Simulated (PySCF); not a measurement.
## Zr₂Te: from structure and modes to constants

Level of theory: UPBE/[Te def2-SVP with ECP28, Zr def2-SVP with ECP28], scalar-relativistic core potentials, density fitting, no spin–orbit coupling, PySCF.

The triplet minimum has C2v symmetry. Masses (u): Te 129.90622, Zr 89.90470.

```xyz
3
charge 0 multiplicity 3, angstrom
Te    0.0000    0.0000   -1.4455
Zr    1.1852    0.0000    1.0442
Zr   -1.1852    0.0000    1.0442
```

Harmonic wavenumbers (cm⁻¹): 162.5 (b2, ×1), 197.8 (a1, ×1), 259.5 (a1, ×1).

Q: Find the principal moments of inertia and the rotational constants. What kind of rotor is it?

A: About the centre of mass I = 252.56, 467.49, 720.05 u Å². With B = 16.8576/I this gives 0.06675, 0.03606, 0.02341 cm⁻¹. The molecule is an asymmetric top with κ = -0.42.

Q: What is the harmonic zero-point energy?

A: Half the sum of all 3 wavenumbers, 620/2 = 310 cm⁻¹, which is 3.7 kJ/mol (1 cm⁻¹ = 0.0119627 kJ/mol).

Q: Find the vibrational entropy and heat capacity at 298.15 K.

A: With u = 1.43878 ω/T, each mode gives S = R[u/(eᵘ−1) − ln(1−e⁻ᵘ)] and C = R u² eᵘ/(eᵘ−1)².
| ω (cm⁻¹) | u | S (J/(mol K)) | C (J/(mol K)) |
| --- | --- | --- | --- |
| 162.5 | 0.784 | 10.54 | 7.90 |
| 197.8 | 0.954 | 9.01 | 7.71 |
| 259.5 | 1.252 | 6.97 | 7.31 |
The sums over all modes are S = 26.5 and C = 22.9 J/(mol K); the softest mode gives 40 % of the entropy.

Q: Give the standard entropy (298.15 K, 1 bar) by its translational, rotational, vibrational and spin parts, and Cp.

A: Sackur–Tetrode with M = 309.72 u gives 180.4; rotation with symmetry number 2 gives 118.7; vibration 26.5; spin R ln 3 = 9.1. The total is 334.7 J/(mol K), and Cp = 4 R + 22.9 = 56.2 J/(mol K).

This need not be the most stable arrangement of these atoms. Open d and f shells are described by one determinant, and the ground state may have another occupation or spin. No spin–orbit coupling is included, which matters more the heavier the element.
